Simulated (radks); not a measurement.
Values are calculated unless marked as measured or tabulated.
Task: La3+, configuration [Xe] (the NIST ground configuration). Code: a radial shooting solver on a logarithmic mesh with Libxc functionals. Model: Dirac Kohn-Sham, BLYP, spin-unpolarised, spherical densities, point nucleus. Some entries of the table are withheld. Estimate them.

| orbital | occ. | eigenvalue (hartree) | <r> (bohr) |
|---|---|---|---|
| 1s1/2 | 2 | -1423.973 | 0.02507 |
| 2s1/2 | 2 | -227.3127 | 0.1070 |
| 2p1/2 | 2 | -214.4359 | 0.08990 |
| 2p3/2 | 4 | -199.2471 | 0.09600 |
| 3s1/2 | 2 | -49.28248 | 0.2849 |
| 3p1/2 | 2 | -43.85442 | 0.2747 |
| 3p3/2 | 4 | -40.89477 | 0.2867 |
| 3d3/2 | 4 | -31.38516 | 0.2577 |
| 3d5/2 | 6 | -30.75186 | 0.2615 |
| 4s1/2 | 2 | -10.62438 | 0.6541 |
| 4p1/2 | 2 | -8.62756 | (1) |
| 4p3/2 | 4 | -7.99644 | (2) |
| 4d3/2 | 4 | -4.72327 | 0.7618 |
| 4d5/2 | 6 | -4.61370 | 0.7714 |
| 5s1/2 | 2 | -2.25672 | 1.540 |
| 5p1/2 | 2 | -1.70311 | 1.711 |
| 5p3/2 | 4 | -1.60532 | 1.782 |
| 4f5/2 | 0 | -1.00256 | (3) |
| 4f7/2 | 0 | -0.99196 | (4) |
| 6s1/2 | 0 | -0.75744 | 3.442 |

Result: 
(1) 4p1/2 <r> (bohr): 0.6745
(2) 4p3/2 <r> (bohr): 0.7015
(3) 4f5/2 <r> (bohr): 1.114
(4) 4f7/2 <r> (bohr): 1.123
